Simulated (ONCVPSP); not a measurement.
## Before and after: ONCV potential for manganese (Mn)

* Element: Mn
* Generator: ONCVPSP 4.0.1
* Type: optimised norm-conserving Vanderbilt (ONCV)
* Functional: PBEsol
* Relativity: fully relativistic
* Frozen core: [Ne]
* Valence charge: 15
* Reference configuration: 3s2 3p6 3d5.5 4s1.5
* Partial waves: 3s+4s: rc 1.10 bohr, ncon 4, nbas 7, qcut 13.8 1/bohr, 2 projectors; 3p: rc 1.35 bohr, ncon 4, nbas 7, qcut 12.1 1/bohr, 2 projectors, debl 1 Ha; 3d: rc 1.95 bohr, ncon 3, nbas 7, qcut 7.1 1/bohr, 3 projectors, debl 3.5 Ha
* Local potential: polynomial inside 1.05 bohr (lpopt 5, dvloc0 3 Ha)
* Core correction: Teter function fitted to the true core (icmod 2), fcfact 0.5

Open shells are filled in proportion to 2j + 1.

In the p channel the program set the typed energies aside and used -1.904, 0.250 Ha (j = l + 1/2; the other j can differ).

Change: all radii but the core radius scaled by about 1.05 (s 1.16, p 1.42, d 2.06 bohr); local potential polynomial inside 1.10 bohr (lpopt 5, dvloc0 3 Ha).

Cutoffs: the cutoffs (Ha) at which the residual kinetic energy of the hardest occupied pseudo-wave falls to 1 and 0.1 mHa per electron; they do not see the model core or the augmentation charge, which bear on the density cutoff. Errors are all-electron minus pseudo energies relative to the spin-unpolarised reference configuration.

Problem. How do hardness, ghosts and transferability respond?

Solution. The potential gets neither clearly harder nor softer (56 Ha and 67 Ha → 56 Ha and 67 Ha); of the 4 tests that both files solve, the error grows in 3 and shrinks in 0 by more than 15 % and 0.3 meV (median size 14.5 → 17.3 meV); neither file shows a bound ghost. More of the atom is replaced by a form fitted at one configuration, so other configurations suffer.

```tsv
quantity	base	changed
cutoff, loose	56 Ha	56 Ha
cutoff, tight	67 Ha	67 Ha
loose cutoff by channel	s 56 Ha, p 33 Ha, d 21 Ha	s 56 Ha, p 32 Ha, d 20 Ha
bound ghosts	none	none
GHOST(+) flags under 300 eV	none	none
error for 3s2 3p6 3d5 4s2, meV [ΔE 0.49 eV]	+29	+33
error for 3s2 3p6 3d5 4s1, meV [ΔE 8.92 eV]	+12	+14
error for 3s2 3p6 3d5 4s0, meV [ΔE 24.43 eV]	-1.7	-2.8
error for 3s2 3p6 3d6 4s1, meV [ΔE 0.12 eV]	+17	+20
rms error of d²Exc/dni dnj with the model core, mHa	6.55	6.61
```
